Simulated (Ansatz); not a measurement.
Spin states of the cluster Cu2H3 (the lowest doublet isomer of a short search), each relaxed with PBE-D4/def2-TZVP in Ansatz. Electronic energies in the gas phase.

The 6-31G sets use Cartesian d functions. B3LYP takes the VWN-RPA correlation. HSE06 is defined as in plane-wave codes, on full-range PBE exchange. Correlated methods freeze 18 core orbitals. In CCSD on the charge 0 quartet the largest single amplitude is 0.38, so its Hartree–Fock determinant may place the open shell otherwise than the density functionals do. The structure comes from a short search, and lower isomers may exist.

Doublet geometry (C2v within 0.1 Å):

Cartesian coordinates in Å:
```
Cu -0.0993 1.0718 -0.5323
Cu 0.5079 -0.9762 0.4806
H -1.4309 1.7062 -0.8345
H -0.2992 -2.1109 1.0533
H 1.3215 0.3092 -0.1671
```

Quartet geometry (C2v within 0.1 Å):

```xyz
5

Cu   -0.620   -0.260    1.166
Cu    0.483    1.217   -0.311
H    -1.079   -1.716    1.259
H     1.128    1.242   -1.697
H     0.089   -0.483   -0.417
```

⟨S²⟩: doublet 0.77 at PBE0-D4/def2-TZVP (pure 0.75), quartet 3.76 at PBE0-D4/def2-TZVP (pure 3.75).

Run but left out: HF/6-31G, HF/def2-TZVP, MP2/def2-TZVP (doublet: a determinant that CCSD turns far, T1 0.093); HF/def2-TZVPP, MP2/def2-TZVPP (doublet: ⟨S²⟩ 1.24, where a pure state has 0.75).

Only these spin states were relaxed.

| level | quartet − doublet (kcal/mol) | lowest of these | remarks |
| --- | --- | --- | --- |
| PBE-D4/def2-TZVP | 65.6 | doublet | – |
| HSE06-D4/def2-TZVP | 62.1 | doublet | – |
| CAM-B3LYP-D4/def2-TZVP | 63.5 | doublet | – |
| CCSD(T)/def2-TZVPP | 63.0 | doublet | large T1 (0.085) (doublet), large T1 (0.104) (quartet), spin-contaminated (⟨S²⟩ 1.24) (doublet) |

**Question.** Estimate the rows for BLYP-D4/def2-TZVP, r2SCAN-D4/def2-TZVP, B3LYP-D4/6-31G, ωB97M-V/def2-TZVP.

**Answer.** 
```csv
level,quartet − doublet (kcal/mol),lowest of these
BLYP-D4/def2-TZVP,67.8,doublet
r2SCAN-D4/def2-TZVP,62.7,doublet
B3LYP-D4/6-31G,55.4,doublet
ωB97M-V/def2-TZVP,64.8,doublet
```
